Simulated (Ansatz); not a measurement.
Ansatz results at the PBE0-D4/def2-TZVP geometry: LUMO energy (B3LYP/def2-TZVPP) -1.35 eV; LUMO energy (PBE0/def2-TZVPP) -1.11 eV; zero-point energy (PBE0-D4/def2-TZVP) 108.6 kJ/mol.

Each molecule was computed in one conformer, which needn't be the lowest.

Question: Which molecule gave them?
A. `C=C1N=C1O`
B. `C=C(S)I`
C. `OC[SiH2]O`
D. `[SiH3]C(Cl)I`

Answer: B. The others give `OC[SiH2]O`: -0.32, -0.01, 192.0; `C=C1N=C1O`: -0.65, -0.38, 146.0; `[SiH3]C(Cl)I`: -1.84, -1.62, 113.1.

B3LYP here is the variant with VWN-RPA as its local correlation; programs differ in this.
